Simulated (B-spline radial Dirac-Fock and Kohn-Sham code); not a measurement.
**Neutral aluminum: differential elastic cross section for positrons at 1.91 keV**

Method: relativistic (Dirac) partial waves in the static field of the Dirac-Fock atom, without polarisation or absorption potentials. Computed with an atomic code on a B-spline grid.

```csv
θ (°),dσ/dΩ (Å²/sr)
5,6.63
10,1.04
15,0.328
20,0.145
25,0.0744
30,0.0422
35,0.0258
40,0.0168
45,0.0115
50,0.00817
55,0.00600
60,0.00454
65,0.00351
70,0.00277
75,0.00223
80,0.00183
85,0.00152
90,0.00129
95,0.00110
100,0.000956
105,0.000838
110,0.000743
115,0.000666
120,0.000603
125,0.000550
130,0.000507
135,0.000472
140,0.000442
145,0.000418
150,0.000399
155,0.000383
160,0.000370
165,0.000361
170,0.000354
175,0.000351
```

The total elastic cross section is 0.699 Å², the first transport cross section 0.0273 Å² and the second, weighted with (3/2) sin²θ, 0.0593 Å². The mean deflection is ⟨1 − cos θ⟩ = 0.0390, and 0.60 % of the collisions scatter beyond 90°.
